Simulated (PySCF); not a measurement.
Mo(OH)2 (H₂MoO₂), SMILES [OH][Mo][OH] (connectivity only; charge and spin as stated), neutral, multiplicity 3. Atoms are numbered in the order given.

```xyz
5

Mo     0.0000     0.0000    -0.0957
O      0.0000     1.8119     0.1721
H      0.0000     2.6533     0.6317
O      0.0000    -1.8119     0.1721
H      0.0000    -2.6533     0.6317
```
Charge 0, spin multiplicity 3.

The structure is a stationary point at B3LYP-D3(BJ)/def2-TZVP. The spin state was assumed, not searched. The def2 effective core potentials stand for the cores of Mo; spin–orbit coupling is left out. The values are those of a single conformer.

These are TDA-CAM-B3LYP/def2-SVPD in PySCF values and carry that method's errors.

Vertical excitations. 

Computed lowest excited states:
| state | energy (eV) | λ (nm) | f | main pairs |
|---|---|---|---|---|
| root 1 | 0.42 | 2948 | 0.000 | β HOMO→LUMO 99 % |
| root 2 | 0.42 | 2942 | 0.000 | β HOMO→LUMO+1 99 % |
| root 3 | 0.82 | 1510 | 0.000 | α HOMO→LUMO 36 %, β HOMO→LUMO+2 63 % |
| root 4 | 0.96 | 1287 | 0.000 | α HOMO→LUMO+1 33 %, β HOMO→LUMO+3 66 % |
| root 5 | 1.22 | 1020 | 0.000 | α HOMO→LUMO 63 %, β HOMO→LUMO+2 36 % |
| root 6 | 1.37 | 907 | 0.001 | α HOMO→LUMO+1 64 %, β HOMO→LUMO+3 33 % |
| root 7 | 1.70 | 731 | 0.000 | α HOMO−2→LUMO 63 %, α HOMO−1→LUMO+1 36 % |
| root 8 | 1.70 | 731 | 0.000 | α HOMO−1→LUMO 63 %, α HOMO−2→LUMO+1 36 % |
| root 9 | 2.21 | 561 | 0.001 | α HOMO−2→LUMO+1 62 %, α HOMO−1→LUMO 35 % |
| root 10 | 2.21 | 561 | 0.000 | α HOMO−1→LUMO+1 62 %, α HOMO−2→LUMO 35 % |
Unrestricted roots are not spin-pure.
